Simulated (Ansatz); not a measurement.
Ansatz (a program for electronic structure) input for C₅H₇BO, SMILES C#CB1OC[C@@H]1C, PBE-D3(BJ)/def2-SVP. 

Ansatz 0.2 input:
```yaml
crystal:
  periodic: [false, false, false]
  atoms:
    - {symbol: C, position_ang: [2.98782970, 0.47117606, 0.40940591]}
    - {symbol: C, position_ang: [1.84454461, 0.09836525, 0.22057161]}
    - {symbol: B, position_ang: [0.38827773, -0.30654726, 0.02354677]}
    - {symbol: O, position_ang: [-0.07616461, -1.35725320, -0.71315821]}
    - {symbol: C, position_ang: [-1.44393302, -0.98727675, -0.41047906]}
    - {symbol: C, position_ang: [-1.04549036, 0.20576375, 0.47934434]}
    - {symbol: C, position_ang: [-1.53627358, 1.58889339, 0.09284833]}
    - {symbol: H, position_ang: [4.00152916, 0.79232256, 0.57061722]}
    - {symbol: H, position_ang: [-1.96736141, -1.82105509, 0.08373496]}
    - {symbol: H, position_ang: [-1.97909904, -0.71926946, -1.33608082]}
    - {symbol: H, position_ang: [-1.24256342, 0.00237424, 1.54515425]}
    - {symbol: H, position_ang: [-1.02400099, 2.36445452, 0.68205411]}
    - {symbol: H, position_ang: [-2.61942385, 1.70489383, 0.26157031]}
    - {symbol: H, position_ang: [-1.34121620, 1.80551133, -0.96966512]}
basis:
  gaussian:
    orbitals: def2-SVP
hamiltonian:
  xc: pbe
  dispersion: d3bj
relax: {f_tol: 0.002, max_steps: 200}
```

Log of the run:

```
WARN ansatz: RAYON_NUM_THREADS=1 ignored (pool sized by the plan → 1); use --threads N
Functional definition: PBE
integrals: 0.08 GiB planned
1493 factors; their error is unknown
mean field: 0.44 GiB planned
mean field evaluation 1: about -7991.8004 eV, gradient 7.2e1 eV
mean field evaluation 2: about -7975.5576 eV, gradient 1.1e2 eV
mean field evaluation 4: about -8004.7579 eV, gradient 1.3e1 eV
mean field evaluation 8: about -8005.1661 eV, gradient 1.3e-1 eV
mean field evaluation 16: about -8005.1086 eV, gradient 3.2e-4 eV
mean field -8005.10856013 eV, -294.1823135274 hartree, gradient 7.3e-5 eV, S^2 0.000000; 0 other end points of the search recorded, 0 dependent functions left out
the calculation of the forces begins
reference -8005.10859761 eV, -294.1823149047 hartree; 25, 25 occupied and 108, 108 virtual orbitals, 1493 factors
relax step   1: F+E_penalty+E_count = -8005.40266296 eV  Δ(F+E_penalty+E_count) = +0.000e0 eV  max|allowed force component| = 1.143e0 eV/Å  Δτ_max = 0.0000 Å  (31 SCF iters, accepted)
these checks for a lower state are left out or cut short: starts, cluster_reference, orbital_swaps, neighbouring_geometries, increment
integrals: 0.08 GiB planned
1493 factors; their error is unknown
mean field: 0.44 GiB planned
mean field -8005.13546839 eV, -294.1833023878 hartree, gradient 1.2e-5 eV, S^2 0.000000; 0 other end points of the search recorded, 0 dependent functions left out
the calculation of the forces begins
reference -8005.13550608 eV, -294.1833037726 hartree; 25, 25 occupied and 108, 108 virtual orbitals, 1493 factors
relax step   2: F+E_penalty+E_count = -8005.42832563 eV  Δ(F+E_penalty+E_count) = -2.566e-2 eV  max|allowed force component| = 2.934e-1 eV/Å  Δτ_max = 0.0193 Å  (33 SCF iters, accepted)
these checks for a lower state are left out or cut short: starts, cluster_reference, orbital_swaps, neighbouring_geometries, increment
integrals: 0.08 GiB planned
1493 factors; their error is unknown
mean field: 0.44 GiB planned
mean field evaluation 32: about -8005.1394 eV, gradient 1.3e-4 eV
mean field -8005.13939727 eV, -294.1834467715 hartree, gradient 1.1e-5 eV, S^2 0.000000; 0 other end points of the search recorded, 0 dependent functions left out
the calculation of the forces begins
reference -8005.13943503 eV, -294.1834481588 hartree; 25, 25 occupied and 108, 108 virtual orbitals, 1493 factors
relax step   3: F+E_penalty+E_count = -8005.43180631 eV  Δ(F+E_penalty+E_count) = -3.481e-3 eV  max|allowed force component| = 8.769e-2 eV/Å  Δτ_max = 0.0079 Å  (34 SCF iters, accepted)
these checks for a lower state are left out or cut short: starts, cluster_reference, orbital_swaps, neighbouring_geometries, increment
integrals: 0.08 GiB planned
1493 factors; their error is unknown
mean field: 0.44 GiB planned
mean field -8005.13952022 eV, -294.1834512896 hartree, gradient 1.1e-5 eV, S^2 0.000000; 0 other end points of the search recorded, 0 dependent functions left out
the calculation of the forces begins
reference -8005.13955799 eV, -294.1834526776 hartree; 25, 25 occupied and 108, 108 virtual orbitals, 1493 factors
relax step   4: F+E_penalty+E_count = -8005.43193159 eV  Δ(F+E_penalty+E_count) = -1.253e-4 eV  max|allowed force component| = 2.263e-2 eV/Å  Δτ_max = 0.0035 Å  (34 SCF iters, accepted)
these checks for a lower state are left out or cut short: starts, cluster_reference, orbital_swaps, neighbouring_geometries, increment
integrals: 0.08 GiB planned
1493 factors; their error is unknown
mean field: 0.44 GiB planned
mean field -8005.13953620 eV, -294.1834518768 hartree, gradient 2.1e-5 eV, S^2 0.000000; 0 other end points of the search recorded, 0 dependent functions left out
the calculation of the forces begins
reference -8005.13957396 eV, -294.1834532646 hartree; 25, 25 occupied and 108, 108 virtual orbitals, 1493 factors
relax step   5: F+E_penalty+E_count = -8005.43197926 eV  Δ(F+E_penalty+E_count) = -4.767e-5 eV  max|allowed force component| = 8.813e-3 eV/Å  Δτ_max = 0.0018 Å  (24 SCF iters, accepted)
these checks for a lower state are left out or cut short: starts, cluster_reference, orbital_swaps, neighbouring_geometries, increment
integrals: 0.08 GiB planned
1493 factors; their error is unknown
mean field: 0.44 GiB planned
mean field -8005.13952493 eV, -294.1834514627 hartree, gradient 7.7e-6 eV, S^2 0.000000; 0 other end points of the search recorded, 0 dependent functions left out
the calculation of the forces begins
reference -8005.13956269 eV, -294.1834528504 hartree; 25, 25 occupied and 108, 108 virtual orbitals, 1493 factors
relax step   6: F+E_penalty+E_count = -8005.43198306 eV  Δ(F+E_penalty+E_count) = -3.796e-6 eV  max|allowed force component| = 7.274e-3 eV/Å  Δτ_max = 0.0014 Å  (24 SCF iters, accepted)
these checks for a lower state are left out or cut short: starts, cluster_reference, orbital_swaps, neighbouring_geometries, increment
integrals: 0.08 GiB planned
1493 factors; their error is unknown
mean field: 0.44 GiB planned
mean field -8005.13950767 eV, -294.1834508283 hartree, gradient 1.5e-5 eV, S^2 0.000000; 0 other end points of the search recorded, 0 dependent functions left out
the calculation of the forces begins
reference -8005.13954543 eV, -294.1834522160 hartree; 25, 25 occupied and 108, 108 virtual orbitals, 1493 factors
relax step   7: F+E_penalty+E_count = -8005.43198990 eV  Δ(F+E_penalty+E_count) = -6.843e-6 eV  max|allowed force component| = 5.535e-3 eV/Å  Δτ_max = 0.0020 Å  (23 SCF iters, accepted)
these checks for a lower state are left out or cut short: starts, cluster_reference, orbital_swaps, neighbouring_geometries, increment
integrals: 0.08 GiB planned
1493 factors; their error is unknown
mean field: 0.44 GiB planned
mean field evaluation 64: about -8005.1395 eV, gradient 1.9e-4 eV
mean field -8005.13949792 eV, -294.1834504702 hartree, gradient 1.1e-5 eV, S^2 0.000000; 0 other end points of the search recorded, 0 dependent functions left out
the calculation of the forces begins
reference -8005.13953568 eV, -294.1834518577 hartree; 25, 25 occupied and 108, 108 virtual orbitals, 1493 factors
relax step   8: F+E_penalty+E_count = -8005.43196681 eV  Δ(F+E_penalty+E_count) = +2.308e-5 eV  max|allowed force component| = 1.508e-2 eV/Å  Δτ_max = 0.0026 Å  (24 SCF iters, rejected (line search))
these checks for a lower state are left out or cut short: starts, cluster_reference, orbital_swaps, neighbouring_geometries, increment
integrals: 0.08 GiB planned
1493 factors; their error is unknown
mean field: 0.44 GiB planned
mean field -8005.13951407 eV, -294.1834510636 hartree, gradient 8.3e-6 eV, S^2 0.000000; 0 other end points of the search recorded, 0 dependent functions left out
the calculation of the forces begins
reference -8005.13955183 eV, -294.1834524512 hartree; 25, 25 occupied and 108, 108 virtual orbitals, 1493 factors
relax step   9: F+E_penalty+E_count = -8005.43199409 eV  Δ(F+E_penalty+E_count) = -4.196e-6 eV  max|allowed force component| = 1.979e-3 eV/Å  Δτ_max = 0.0013 Å  (24 SCF iters, accepted)
integrals: 0.08 GiB planned
1493 factors; their error is unknown
mean field: 0.44 GiB planned
mean field evaluation 96: about -8005.1395 eV, gradient 3.0e-5 eV
mean field -8005.13951407 eV, -294.1834510636 hartree, gradient 8.2e-6 eV, S^2 0.000000; 1 other end points of the search recorded, 0 dependent functions left out
the calculation of the forces begins
reference -8005.13955183 eV, -294.1834524512 hartree; 25, 25 occupied and 108, 108 virtual orbitals, 1493 factors
Total energy: -8005.43203185 eV, -294.1942008939 hartree
Atom 0 at     3.001511     0.477565     0.414623 Å, force     0.001185     0.001204     0.000630 eV/Å
Atom 1 at     1.849965     0.093251     0.218417 Å, force    -0.001979    -0.000231     0.000109 eV/Å
Atom 2 at     0.394893    -0.311421     0.021050 Å, force     0.000814    -0.000281    -0.000439 eV/Å
Atom 3 at    -0.071424    -1.375363    -0.725185 Å, force    -0.000748    -0.000572    -0.000648 eV/Å
Atom 4 at    -1.455420    -0.994445    -0.412176 Å, force     0.000326    -0.000459    -0.000507 eV/Å
Atom 5 at    -1.046147     0.203793     0.479936 Å, force     0.000473     0.000332     0.000257 eV/Å
Atom 6 at    -1.537916     1.595915     0.093437 Å, force    -0.000056     0.000032    -0.000025 eV/Å
Atom 7 at     4.018964     0.806471     0.581150 Å, force    -0.000016    -0.000395    -0.000273 eV/Å
Atom 8 at    -1.980479    -1.836589     0.085715 Å, force     0.000018     0.000026     0.000165 eV/Å
Atom 9 at    -1.994153    -0.724964    -1.345616 Å, force     0.000171     0.000059     0.000279 eV/Å
Atom 10 at    -1.243452    -0.000152     1.554192 Å, force    -0.000399     0.000098     0.000404 eV/Å
Atom 11 at    -1.014368     2.376400     0.681569 Å, force     0.000278     0.000157     0.000007 eV/Å
Atom 12 at    -2.627440     1.719269     0.270758 Å, force    -0.000127     0.000071    -0.000015 eV/Å
Atom 13 at    -1.347878     1.812623    -0.978406 Å, force     0.000060    -0.000042     0.000056 eV/Å
Dipole moment:    -0.183251     0.198112     0.140372 e Å
```

The calculation finished and met its thresholds.

Cost: very roughly 30 core-seconds.
